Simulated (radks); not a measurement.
Polarisability of neutral technetium, [Kr] 4d5 5s2, at imaginary frequency. Method: non-relativistic Kohn-Sham, LDA (Slater exchange, Perdew-Wang correlation), spin-polarised, spherical densities, point nucleus; open shells are filled with parallel spins first (spin-orbit coupling, left out, can overturn this in heavy ions); relativity is left out, which matters for an element this heavy; computed with a radial shooting solver on a logarithmic mesh with Libxc functionals. Response by self-consistent Sternheimer equations with the Hartree and adiabatic LDA kernel.

| w (hartree) | alpha1(iw) (bohr^3) |
|---|---|
| 0.00266 | 84.80 |
| 0.0143 | 84.07 |
| 0.0360 | 80.31 |
| 0.0697 | 70.64 |
| 0.118 | 55.39 |
| 0.186 | 39.05 |
| 0.280 | 25.78 |
| 0.413 | 16.57 |
| 0.605 | 10.55 |
| 0.892 | 6.584 |
| 1.35 | 3.901 |
| 2.12 | 2.073 |
| 3.59 | 0.9156 |
| 6.94 | 0.3106 |
| 17.5 | 0.07054 |

Static values: alpha1 = 84.82 bohr^3 (12.57 angstrom^3; uncoupled 165.5). C6 = 968.7, triple-dipole C9 = 57180 atomic units. One-pole (London) frequency 4 C6 / (3 alpha1^2) = 0.180 hartree, against 0.160 for minus the highest occupied eigenvalue. The dipole shielding factor is 1.000, as the force sum rule N/Z = 1.000 demands. Recommended static value: 79 bohr^3 (Schwerdtfeger and Nagle, 2023 table).
